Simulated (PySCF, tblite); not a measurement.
Compound: C7H16OP (charge +1).
Numbering: `[CH3:1][O:2][C@@H:3]1[CH2:4][CH2:5][C@H:6]([CH3:7])[P@@H+:8]1[CH3:9]` (hydrogens: H10, H11, H12 on C1; H13 on C3; H14, H15 on C4; H16, H17 on C5; H18 on C6; H19, H20, H21 on C7; H22 on P8; H23, H24, H25 on C9)

The geometry is computed with GFN2-xTB (gas phase).

Problem. Give the optimised bond lengths and angles.

Solution. 
```tsv
bond	length (pm)
C1–O2	141.9
O2–C3	140.5
C3–C4	153.7
C4–C5	152.7
C5–C6	153.9
C6–C7	152.3
C6–P8	184.1
P8–C9	179.7
C3–P8	184.6
C1–H10, C1–H11, C1–H12	109.1
C3–H13	110.0
C4–H14	108.9
C4–H15	109.2
C5–H16	108.9
C5–H17	109.2
C6–H18	109.7
C7–H19, C7–H20, C7–H21	108.8
P8–H22	138.1
C9–H23, C9–H24, C9–H25	109.0
```

Bonds in one row agree within 1 pm and their mean is given. A selection of angles:
```tsv
angle	degrees
O2–C1–H10	105.9
O2–C1–H11	111.7
H10–C1–H11	109.3
C1–O2–C3	115.6
O2–C3–C4	114.5
O2–C3–P8	99.7
O2–C3–H13	111.6
C4–C3–P8	103.0
C4–C3–H13	112.7
P8–C3–H13	114.6
C3–C4–C5	106.7
C3–C4–H14	110.6
C3–C4–H15	109.2
C5–C4–H14	111.5
C5–C4–H15	110.6
H14–C4–H15	108.2
C4–C5–C6	107.6
C4–C5–H16	111.4
C4–C5–H17	109.3
C6–C5–H16	110.6
C6–C5–H17	109.7
H16–C5–H17	108.2
C5–C6–C7	114.3
C5–C6–P8	102.8
C5–C6–H18	109.2
C7–C6–P8	113.7
C7–C6–H18	109.7
P8–C6–H18	106.7
C6–C7–H19	111.2
C6–C7–H20	109.4
H19–C7–H20	107.9
H19–C7–H21	109.0
C6–P8–C9	116.5
C6–P8–H22	110.3
C9–P8–H22	108.6
C3–P8–C6	97.0
C3–P8–C9	112.8
C3–P8–H22	111.2
P8–C9–H23	108.8
H23–C9–H24	108.9
```

Dihedral angles: C1–O2–C3–C4 -78° (synclinal); O2–C3–C4–C5 -68° (synclinal); C3–C4–C5–C6 -53° (synclinal); C4–C5–C6–C7 162° (antiperiplanar); C5–C6–P8–C9 107° (anticlinal); O2–C3–P8–C6 103° (anticlinal).

P8 (phosphonium phosphorus) has angles from 97.0° to 116.5°. The 5-membered ring C3–C4–C5–C6–P8 has internal angles of 97.0° to 107.6°; it is puckered, 0.20 Å rms from its mean plane, widest ring torsion 53°. The C–P distances run from 1.797 Å (P8–C9, drawn single) to 1.846 Å (C3–P8, drawn single), a spread of 0.049 Å. Of the pairs four or more bonds apart, O2···H23 is among the closest relative to their van der Waals radii: 2.55 Å, 94 % of the sum of Bondi's values. O2 (ether oxygen) is bent (angle 115.6°).

Point group: C1 (no symmetry element, even within 0.4 Å). Its GFN2-xTB frequencies are all real (lowest 30 cm⁻¹). 3 starts were optimised and ended at 0.00, 1.11 and 1.29 kcal/mol (GFN2-xTB); the lowest of these is shown.

One conformer stands for the species.
